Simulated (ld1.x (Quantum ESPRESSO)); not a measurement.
## Varying the TM potential for Rb

Base potential:

```json
{"Element": "Rb (Z = 37)", "Generator": "ld1.x (Quantum ESPRESSO) 7.5", "Type": "norm-conserving Troullier–Martins (Kleinman–Bylander form)", "Functional": "PBE", "Relativity": "scalar-relativistic", "Frozen core": "[Ar] 3d10", "Valence charge": "9", "Reference configuration": "4s2 4p6 4d0.5 5s0.5 5p0", "Partial waves": "4s (bound): rc 1.55 bohr; 4d (bound): rc 4.20 bohr; 4f channel at 0.2 Ry: rc 3.35 bohr; 4p (bound): rc 1.55 bohr", "Local potential": "the p channel", "Core correction": "Bessel-smoothed model core inside 0.80 bohr"}
```

Occupied shells without a wave of their own: 5s. They enter only through the test configuration that unscreens the potential, and ld1.x also counts them in the model core charge.

Cutoffs, loose and tight: the cutoffs (Ry, on a coarse ladder) from which the occupation-weighted sum of valence levels, in a spherical-Bessel basis at the reference potential, stays within 10 and 1 mRy of its value at 400 Ry. They do not see the model core or the augmentation charge, which bear on the density cutoff. Test errors are all-electron minus pseudo excitation energies from the reference, over the configurations 4s2 4p6 4d0 5s1 5p0; 4s2 4p6 4d0 5s0 5p0; 4s2 4p6 4d0 5s0.5 5p0; 4s1 4p6 4d0 5s1 5p0; 4s2 4p5 4d0 5s1 5p0; 4s2 4p6 4d1 5s0 5p0; 4s2 4p6 4d0 5s0 5p1. A dash means not determined; rows that change the core or the reference have their own tests. The largest error is taken over the tests solved by every variant that gives reliable tests at all: 4s1 4p6 4d0 5s1 5p0; 4s2 4p5 4d0 5s1 5p0; 4s2 4p6 4d0 5s0 5p0; 4s2 4p6 4d0 5s0.5 5p0; 4s2 4p6 4d0 5s1 5p0; 4s2 4p6 4d1 5s0 5p0.

With those shells counted twice in exchange and correlation these files are broken, and their errors move erratically; no question is asked of them.

A true bound ghost makes a file unfit for plane-wave use even where its test errors are small: the radial tests pick states by their node count and pass the ghost by. Where a test does run into it, the solver fails or the error is huge.

```csv
change,outcome,"cutoff, loose","cutoff, tight",bound ghosts,largest test error (meV)
base,generated,55 Ry,90 Ry,d,-66
wave 4s (bound): rc 1.55 bohr becomes 4s (bound): rc 1.10 bohr,generated,100 Ry,200 Ry,d,-65
wave 4s (bound): rc 1.55 bohr becomes 4s (bound): rc 1.32 bohr,generated,60 Ry,100 Ry,d,-64
wave 4s (bound): rc 1.55 bohr becomes 4s (bound): rc 1.48 bohr,generated,55 Ry,100 Ry,d,-65
wave 4s (bound): rc 1.55 bohr becomes 4s (bound): rc 1.86 bohr,generated,40 Ry,80 Ry,d,-83
wave 4s (bound): rc 1.55 bohr becomes 4s (bound): rc 2.00 bohr,generated,40 Ry,70 Ry,d,-99
wave 4s (bound): rc 1.55 bohr becomes 4s (bound): rc 2.26 bohr,generated,35 Ry,70 Ry,d,+154
```

Reading the sweep of the s radius (base included, trends over the rows without a ghost): Bound ghosts are found at 1.1, 1.32, 1.48, 1.55, 1.86, 2, 2.26 bohr. Every judged row has one, so this setting neither creates nor removes them.
